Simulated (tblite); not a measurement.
Compound: C7H13PS.
Cartesian coordinates in Å at the GFN2-xTB level; atoms count from 1:
```
atom  x, y, z in Å
C1     2.762   -1.056    0.657
C2     1.830   -0.429   -0.038
C3     0.951    0.633    0.517
C4    -0.574    0.396    0.311
C5    -1.028   -1.057    0.342
C6    -2.541   -1.174    0.204
C7    -0.721    1.121   -1.044
P8     0.842    2.056   -0.707
S9     2.163    2.499   -2.038
H10    3.395   -1.805    0.214
H11    2.930   -0.845    1.701
H12    1.689   -0.653   -1.089
H13    1.239    0.874    1.542
H14   -1.118    0.953    1.079
H15   -0.709   -1.503    1.287
H16   -0.543   -1.612   -0.463
H17   -2.844   -2.218    0.233
H18   -3.042   -0.650    1.015
H19   -2.875   -0.747   -0.739
H20   -1.639    1.684   -1.201
H21   -0.568    0.446   -1.889
H22    0.391    3.106    0.104
```

Method: GFN2-xTB as coded in tblite; computed harmonic values from a numerical Hessian at the method's own geometry, unscaled. This tight-binding method is rough: wavenumbers can miss measured ones by several per cent, in bad cases by 10 to 20. Modes of hydrogen on phosphorus can be 10 to 20 % off. One conformer, not necessarily the lowest.

Harmonic wavenumbers (cm⁻¹): 51.6, 62.6, 79.2, 103.1, 178.1, 205.8, 212.1, 269.7, 292.3, 363.0, 367.3, 415.9, 509.5, 636.5, 673.1, 712.6, 750.1, 762.9, 811.9, 828.0, 863.1, 896.6, 909.0, 941.1, 991.7, 1000.0, 1015.0, 1028.4, 1076.8, 1081.0, 1122.8, 1141.8, 1167.5, 1187.1, 1227.5, 1247.8, 1261.8, 1297.1, 1303.7, 1350.5, 1412.9, 1415.3, 1427.4, 1490.6, 1503.3, 1504.6, 1703.7, 2185.1, 2937.9, 2953.9, 2959.9, 2973.1, 2992.0, 2995.2, 3034.2, 3039.7, 3043.0, 3046.6, 3097.2, 3132.2.

A = 1697, B = 783.4, C = 592.2 MHz; mass 160.048 u (most abundant isotopes); point group C1, symmetry number 1.

**Question.** What is the zero-point energy?

**Answer.** Half the sum of the wavenumbers: 39622 cm⁻¹ = 113.28 kcal/mol.

**Question.** What is S at 298.15 K and 1 bar for an ideal gas of classical rigid rotors and harmonic oscillators?

**Answer.** Translation 41.15, rotation 30.39, vibration 33.11: S = 104.6 cal/(mol K).

**Question.** And Cp and H(298.15 K) − H(0)?

**Answer.** Cp = 42.36 cal/(mol K), of which vibrations give 34.41 (their classical limit is 60 R = 119.2); H(298.15 K) − H(0) = 7.53 kcal/mol without the zero-point energy, 5.16 from vibrations.

**Question.** Blend soft modes into free rotors: weight 1/[1 + (100 cm⁻¹/ν̃)⁴] for the oscillator and the rest for a rotor with moment μB/(μ + B), μ = h/(8π²ν), B = 10⁻⁴⁴ kg m². What vibrational entropy results?

**Answer.** 30.20 cal/(mol K) in place of 33.11, which changes −T·S at 298.15 K by +0.87 kcal/mol.

**Question.** How do the functions run with temperature in this model?

**Answer.** 
| T (K) | S (cal/(mol K)) | Cp (cal/(mol K)) | H − H(0) (kcal/mol) | G − H(0) (kcal/mol) | ln q(vib) |
| --- | --- | --- | --- | --- | --- |
| 50 | 61.1 | 14.2 | 0.52 | -2.53 | 0.61 |
| 100 | 72.9 | 20.4 | 1.39 | -5.90 | 2.04 |
| 373.15 | 115.1 | 51.3 | 11.05 | -31.91 | 10.14 |
| 500 | 132.1 | 64.6 | 18.43 | -47.60 | 13.84 |
| 750 | 162.0 | 83.0 | 37.05 | -84.46 | 20.98 |
| 1000 | 187.6 | 94.9 | 59.39 | -128.24 | 27.70 |

q(vib) and H(0) count from the zero-point level.

**Question.** What must be added to the electronic energy to get the Gibbs energy at 298.15 K and 1 bar?

**Answer.** ZPE + [H(298.15 K) − H(0)] − T·S = 113.28 + 7.53 − 31.20 = 89.61 kcal/mol.

Hindered rotation and anharmonicity are outside this model. Other conformers, if any are populated, would add a mixing term that is left out. The structure is chiral; the term R ln 2 for an equal mix with its mirror image is left out.
